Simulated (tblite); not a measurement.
Species: C6H18BNSi.
SMILES with atom numbers: `[CH3:1][SiH2:2][B:3]([CH3:4])[NH:5][C:6]([CH3:7])([CH3:8])[CH3:9]` (hydrogens: H10, H11, H12 on C1; H13, H14 on Si2; H15, H16, H17 on C4; H18 on N5; H19, H20, H21 on C7; H22, H23, H24 on C8; H25, H26, H27 on C9)

Computed with GFN2-xTB (tblite), gas phase: L-BFGS steps from a force-field or distance-geometry start until the largest atomic force falls under 0.01 eV/Å.

Geometry at step 21:
```
atom  x, y, z in Å
C1      3.2465    1.1000   -0.0369
Si2     2.2592   -0.3152   -0.8704
B3      0.7274   -1.0472    0.1616
C4      1.0634   -1.7946    1.5274
N5     -0.6554   -0.9855   -0.0884
C6     -1.5513    0.1488   -0.2956
C7     -2.0700    0.4466    1.1292
C8     -2.7324   -0.1960   -1.2177
C9     -0.8085    1.3755   -0.8230
H10     2.7083    2.0425    0.0361
H11     3.5703    0.8208    0.9623
H12     4.1303    1.2773   -0.6428
H13     2.0973    0.1866   -2.2828
H14     3.3004   -1.3990   -0.9770
H15     0.1426   -2.2068    1.9476
H16     1.3805   -0.9651    2.1661
H17     1.8762   -2.5177    1.5796
H18    -1.1654   -1.6648    0.4706
H19    -1.2190    0.6758    1.7682
H20    -2.5243   -0.4458    1.5607
H21    -2.7940    1.2568    1.1685
H22    -3.2374   -1.1125   -0.9188
H23    -2.4129   -0.3198   -2.2469
H24    -3.4728    0.6006   -1.2076
H25     0.0501    1.6137   -0.1998
H26    -1.4976    2.2156   -0.8278
H27    -0.4315    1.2357   -1.8303
```

Task: Give the atomic forces at this geometry.

Result: 
```csv
atom,Fx (eV/Å),Fy (eV/Å),Fz (eV/Å)
C1,-0.027,-0.066,-0.083
Si2,0.001,-0.093,-0.193
B3,0.139,0.126,-0.322
C4,0.036,0.106,-0.131
N5,0.145,0.080,0.111
C6,-0.023,-0.028,0.073
C7,-0.013,-0.024,0.073
C8,-0.013,-0.028,-0.051
C9,-0.033,0.011,-0.039
H10,-0.039,-0.095,-0.007
H11,0.005,0.037,-0.036
H12,0.057,0.096,0.137
H13,-0.064,-0.209,0.391
H14,-0.255,0.229,-0.074
H15,0.364,-0.229,0.255
H16,-0.070,-0.104,0.215
H17,-0.201,-0.053,-0.154
H18,-0.067,0.020,-0.155
H19,-0.026,0.241,-0.023
H20,-0.209,0.043,-0.126
H21,0.079,0.022,-0.083
H22,0.121,-0.025,0.142
H23,0.199,-0.046,-0.050
H24,0.061,0.074,0.101
H25,-0.128,0.005,0.117
H26,0.048,0.087,-0.003
H27,-0.088,-0.177,-0.083
```

The largest, 0.50 eV/Å, acts on H15; the rms over all components is 0.131 eV/Å. The forces sum to zero within rounding, as they must for an isolated molecule in no field.

Task: Give the force on H15 in Eh/bohr and in nN.

Result: 0.500 eV/Å ÷ 51.422 = 0.00972 Eh/bohr, and 0.500 eV/Å × 1.602 = 0.80 nN.

Task: How far is this geometry from the end of the optimisation?

Result: 0.614 eV above it, and 0.847 Å rms away after alignment. The bonds farthest from their final lengths, with half the difference of the two atoms' forces along the bond (positive lengthens):

```
   bond  now (Å)  final (Å)  force along bond (eV/Å)
Si2–H14    1.507      1.481                    -0.21
Si2–H13    1.508      1.485                    -0.29
  B3–N5    1.407      1.384                    -0.04
 Si2–B3    1.987      1.969                    -0.13
  C6–C7    1.545      1.533                     0.00
 N5–H18    1.017      1.012                     0.00
```

The angle farthest from its final value is B3–C4–H17, 120.7° against 111.0°.

Of the 5 listed bonds off by 0.010 Å or more, this force points towards the final length in 4.

The cost below is that of the whole relaxation. On one thread of an Arm Neoverse N1, on a shared host, this took 5.2 s.
